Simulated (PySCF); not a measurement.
Species: CH₆F₂P₂Si.
Z-matrix (Å and degrees, PBE0-D3(BJ)/def2-SVP geometry), rows numbered from 1:
```
F 
C   1  1.3566
F   2  1.3632  1  107.97
Si  2  1.9285  1  110.37  3  -118.85
P   4  2.2648  2  105.59  1   175.79
P   4  2.2616  2  105.45  1    48.21
H   2  1.1062  1  108.02  3   116.04
H   4  1.4939  2  107.89  1   -68.77
H   5  1.4281  4   93.46  2   -79.48
H   5  1.4293  4   93.34  2  -173.67
H   6  1.4300  4   93.34  2   158.47
H   6  1.4298  4   92.09  2    64.81
```

The calculation used PBE0-D3(BJ)/def2-SVP geometry optimisation, gas phase (PySCF 2.14.0).

Masses are those of the commonest isotopes; rigid-rotor values at the optimised geometry. The values belong to one conformer with, in the numbering `[F:1][CH:2]([F:3])[SiH:4]([PH2:5])[PH2:6]`, F1–C2–Si4–P5 176°, C2–Si4–P5–H -79° and -174°, C2–Si4–P6–H 158° and 65°.

(1) Give the principal moments of inertia and the rotational constants in cm⁻¹.

(2) Classify the top.

(3) What does the inertial defect say?

(4) Give the other two planar moments, Paa and Pbb, and the rms extents of the mass along the axes.

(5) Which lines would a microwave search look for?

(6) Estimate the classical rotational partition function at 50 K, 100 K and 200 K.

Results:

(1) Ia = 283.19, Ib = 366.17, Ic = 543.15 u·Å²; 505379 MHz·u·Å²/I gives 1785, 1380 and 930.5 MHz, that is A = 0.05953, B = 0.04604, C = 0.03104 cm⁻¹.

(2) An asymmetric top: κ = (2 × 1380 − 1785 − 930.5)/(1785 − 930.5) = 0.05.

(3) Not planar: Δ = Ic − Ia − Ib = -106.21 u·Å². For a rigid frame Δ = −2 Σ m c², so Σ m c² = 53.10 u·Å² lies off the ab plane: 10.01 from hydrogen and 43.10 from heavier atoms. The atom farthest from that plane is 2.13 Å away.

(4) Paa = Σ m a² = (Ib + Ic − Ia)/2 = 313.07 and Pbb = Σ m b² = (Ia + Ic − Ib)/2 = 230.09 u·Å². With the mass M = 145.97 u, the rms extents √(P/M) along a, b and c are 1.46, 1.26, 0.60 Å.

(5) The dipole components are |μa| = 1.80 D, |μb| = 0.45 D, |μc| = 0.31 D. The squared components, which scale the intensities, stand as 1.00 : 0.06 : 0.03 (a : b : c). Some lines, for components of 0.1 D or more:

```
type  branch         J(Ka,Kc)    MHz  lower level (cm⁻¹)
   a       Q  4(3,1) ← 4(3,2)    457               0.973
   b       Q  5(3,2) ← 5(2,3)   2347               1.334
   c       Q  3(3,1) ← 3(2,1)   2373               0.576
   b       R  1(1,1) ← 0(0,0)   2715               0.000
   c       R  1(1,0) ← 0(0,0)   3165               0.000
   b       Q  3(2,2) ← 3(1,3)   3354               0.435
   b       Q  5(2,3) ← 5(1,4)   3597               1.214
   b       Q  4(1,3) ← 4(0,4)   4053               0.702
   a       R  2(1,2) ← 1(1,1)   4172               0.091
   a       R  4(2,2) ← 3(2,1)  10193               0.576
   c       R  4(1,3) ← 3(0,3)  12140               0.433
   c       R  4(3,2) ← 3(2,2)  12803               0.546
   b       R  4(3,1) ← 3(2,2)  13260               0.546
   c       R  5(2,4) ← 4(1,4)  15439               0.703
```

(6) Point group C1, symmetry number σ = 1; q = (√π/σ)·√((kT/h)³/(ABC)), k/h = 20836.6 MHz/K: 39400 at 50 K, 111000 at 100 K, 315000 at 200 K.

Stationary, but not proved a minimum. Zero-point vibration and centrifugal distortion are left out.
